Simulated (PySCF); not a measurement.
Si(Me)2(SMe)2, SMILES C[Si](C)(SC)SC (GFN2-xTB optimised geometry):

```
19

C     -0.450     0.314    -3.051
S     -0.967    -0.818    -1.727
Si    -0.267     0.301     0.000
C     -0.976     2.063     0.000
C      1.642     0.301     0.000
S     -1.029    -0.677     1.768
C     -0.838    -2.431     1.322
H     -0.746    -0.149    -3.986
H      0.628     0.441    -3.026
H     -0.952     1.268    -2.934
H     -0.480     2.686    -0.739
H     -0.835     2.524     0.972
H     -2.041     2.065    -0.214
H      2.041    -0.705    -0.105
H      2.025     0.714     0.929
H      2.041     0.900    -0.815
H     -1.338    -3.003     2.096
H     -1.305    -2.610     0.360
H      0.216    -2.686     1.291
```

Computed with CAM-B3LYP/def2-SVP (PySCF).

Question: What are the frontier orbital energies and the dipole moment?

Answer: HOMO-2 -9.30 eV, HOMO-1 -7.89 eV, HOMO -7.77 eV, LUMO 1.70 eV, LUMO+1 2.19 eV; dipole moment 2.00 D.

On the same geometry PySCF with PBE/def2-SVP gives HOMO-2 -6.82 eV, HOMO-1 -5.34 eV, HOMO -5.23 eV, LUMO -0.35 eV, LUMO+1 0.11 eV; dipole moment 1.95 D.

Meta-Löwdin charges at CAM-B3LYP/def2-SVP: C1 -0.33, S2 -0.23, Si3 0.81, C4 -0.54, C5 -0.55, S6 -0.21, C7 -0.33, H8 0.12, H9 0.11, H10 0.11, H11 0.11, H12 0.12, H13 0.12, H14 0.11, H15 0.11, H16 0.11, H17 0.12, H18 0.12, H19 0.11.
